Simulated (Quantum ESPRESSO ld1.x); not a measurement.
Q: These are the eigenvalues of the occupied orbitals of an atom or ion with whole-number occupations (Ry). Method: scalar-relativistic Kohn-Sham, LDA (Slater exchange, VWN5 correlation), spin-polarised, spherical densities, point nucleus; computed with ld1.x of Quantum ESPRESSO 7.5.

1s up: -2019.65
1s down: -2019.47
2s up: -424.580
2s down: -424.370
2p up: -398.383
2p down: -398.198
3s up: -172.433

Which element is it, and in what charge state? The configuration may be excited. Open shells, if any, are filled with parallel spins first.

A: Z = 47, silver, charge +36: Ag36+ in [Ne] 3s1. The list shows which subshells hold electrons but not how many an open one holds; the 1s level, -1009.8 hartree, gives Z - s = 44.9 by -(Z - s)^2/2, which with screening and relativity narrows Z to a few neighbours, and the depths of the outer levels then fix element, charge and occupations together.
